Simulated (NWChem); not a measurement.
ZrCl$_{4}$; SMILES [Cl][Zr]([Cl])([Cl])[Cl]

Not confirmed as a minimum by frequencies. def2 effective core potentials on Zr; no spin-orbit coupling.

Q: Give the equilibrium geometry at PBE0/def2-SVP with def2 effective core potentials on Zr (NWChem) as a Z-matrix, with the point group.

A: point group Td; any orientation.
```
Zr
Cl 1 2.3230
Cl 1 2.3230 2 109.47
Cl 1 2.3230 2 109.47 3 120.00
Cl 1 2.3230 2 109.47 3 -120.00
```
